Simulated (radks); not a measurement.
Hf III, 70 electrons, occupied as [Xe] 4f14 5d2. All-electron calculation, scalar-relativistic Kohn-Sham, OLYP, spin-polarised, spherical densities, finite nucleus; open shells are filled with parallel spins first (spin-orbit coupling, left out, can overturn this in heavy ions); Fermi nuclear charge, rms radius 5.347 fm. Program: a radial shooting solver on a logarithmic mesh with Libxc functionals.

Local quantities along the radius. ELF = 1/(1 + alpha^2) is the electron localisation function; alpha = (tau - tau_W)/tau_unif compares the Pauli kinetic energy density with that of the uniform gas (summed over spins). tau is taken from the large components.

r (bohr),ELF,alpha
0.001952,0.999,0.02814
0.002273,0.999,0.03019
0.002625,0.999,0.03267
0.003056,0.999,0.03605
0.003529,0.998,0.04020
0.004108,0.998,0.04597
0.004745,0.997,0.05326
0.00548,0.996,0.06309
0.006379,0.994,0.07749
0.007367,0.991,0.09685
0.008577,0.984,0.1267
0.009905,0.972,0.1688
0.01153,0.947,0.2369
0.01332,0.898,0.3370
0.0155,0.800,0.4998
0.0179,0.655,0.7258
0.02084,0.484,1.032
0.02407,0.369,1.308
0.02802,0.330,1.425
0.03236,0.374,1.294
0.03738,0.484,1.033
0.04351,0.622,0.7794
0.05025,0.714,0.6333
0.0585,0.742,0.5891
0.06756,0.697,0.6597
0.07865,0.563,0.8810
0.09083,0.410,1.200
0.1057,0.343,1.383
0.1221,0.416,1.184
0.1422,0.584,0.8447
0.1642,0.703,0.6505
0.1896,0.722,0.6213
0.2208,0.600,0.8171
0.2549,0.367,1.313
0.2968,0.258,1.696
0.3428,0.383,1.270
0.399,0.611,0.7986
0.4608,0.708,0.6420
0.5365,0.689,0.6722
0.6196,0.581,0.8496
0.7213,0.423,1.167
0.833,0.342,1.388
0.9697,0.383,1.270
1.12,0.497,1.006
1.293,0.583,0.8465
1.506,0.581,0.8500
1.739,0.489,1.022
2.024,0.333,1.415
2.338,0.200,2.002
2.722,0.112,2.819
3.143,0.064,3.812
3.659,0.033,5.385
4.226,0.015,8.086
4.92,0.005,14.15
5.682,0.001,28.31
6.615,0.000,72.58
7.639,0.000,222.0

On this mesh the ELF has minima near r = 0.028, 0.11, 0.30, 0.83 bohr, which separate the shells, and maxima near 0.059 (0.74), 0.19 (0.72), 0.46 (0.71), 1.3 (0.58).
